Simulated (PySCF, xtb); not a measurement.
Cl₂GaHS, SMILES [SH][Ga]([Cl])[Cl]. One conformer was computed; it need not be the lowest.

Harmonic wavenumbers (cm⁻¹) from GFN2-xTB (xtb 6.7.1) at its own minimum, in rising order: 99, 113, 116, 199, 312, 385, 398, 634, 2380.

### Question
What does PBE-D3(BJ)/def2-SVP (PySCF) give at its own minimum? (An estimate is asked for; the answer gives what the named calculation found.)

### Answer
103, 120, 127, 263, 349, 440, 447, 691, 2614. Paired by order, the mean absolute difference is 57 cm⁻¹ and the zero-point energies are 6.6 and 7.4 kcal/mol.
